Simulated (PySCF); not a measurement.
Trends in electronic spectra. Theory: TDDFT B3LYP/def2-SVPD, vertical, gas phase, core orbitals frozen in the response (PySCF 2.14.0, density-fitted response routines). Geometries: GFN2-xTB; one conformer of each isolated species. Triplets are in the Tamm–Dancoff approximation. 'Strongest' means the level of largest summed f among the lowest 8 singlets; it needn't be the same kind of state in each.

Problem. Rank by computed energy of the strongest computed level, lowest first.
A. `C#C/C=N\C1CC1`
B. `FC[C@H]1CCCO1`
C. `C/C(=C\F)CCO`
D. `C1=CC1(C=O)[SiH3]`
E. `C#C[C@H](C)C[SiH2]C`

Solution. A (5.26 eV), C (6.54 eV), D (6.99 eV), E (7.17 eV), B (8.24 eV).

```
             SMILES  strongest (eV)  first f ≥ 0.01 (nm)  f (strongest)  gap (eV)  LUMO (eV)    S1 mainly
      C#C/C=N\C1CC1            5.26                  236           0.39      5.56      -1.53  H-1→L (98%)
       C/C(=C\F)CCO            6.54                  189           0.12      6.96      -0.10  H→L+1 (97%)
  O=CC1([SiH3])C=C1            6.99                  237           0.12      5.32      -1.68    H→L (86%)
C#C[C@H](C)C[SiH2]C            7.17                  173           0.05      7.70       0.26    H→L (42%)
      FC[C@H]1CCCO1            8.24                  188           0.03      7.49       0.36    H→L (98%)
```

H and L stand for HOMO and LUMO.
